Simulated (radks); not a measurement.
The numbers below are computed, except where a source is named.
Ionisation of the lanthanum ion La2+, [Xe] 5d1, to La3+, [Xe], under several functionals. Scalar-relativistic Kohn-Sham, spin-polarised, spherical densities, finite nucleus; open shells are filled with parallel spins first (spin-orbit coupling, left out, can overturn this in heavy ions); a radial shooting solver on a logarithmic mesh with Libxc functionals.

functional                                      E(La2+) (hartree)  Exc (hartree)  IE (eV)  -e(HOMO) (eV)  <r> HOMO (bohr)  IE error (eV)
BP86                                                   -8493.6456      -204.1539   19.155         15.076            2.566         -0.022
AM05                                                   -8486.1474      -196.6178   19.040         14.944            2.568         -0.137
MS2 meta-GGA                                           -8492.1402      -202.4298   18.784         14.812            2.574         -0.394
SOGGA                                                  -8488.6001      -199.0776   19.015         14.916            2.575         -0.162
exchange-only B88                                      -8490.1827      -200.6496   18.212         14.195            2.641         -0.966
LDA (Slater exchange, Perdew-Wang correlation)         -8485.8697      -196.3312   19.242         15.125            2.580         +0.065
exchange-only r2SCAN                                   -8490.3283      -200.3186   17.633         13.800            2.615         -1.545

NIST Atomic Spectra Database: 19.177 eV (measured). Closest: BP86. The Delta-SCF values span 1.61 eV, the total energies 7.78 hartree. The highest occupied level is 5d. Open shells are spherical and high-spin; term and fine-structure splittings are not resolved. Spin-orbit splitting is averaged out at the scalar-relativistic level.
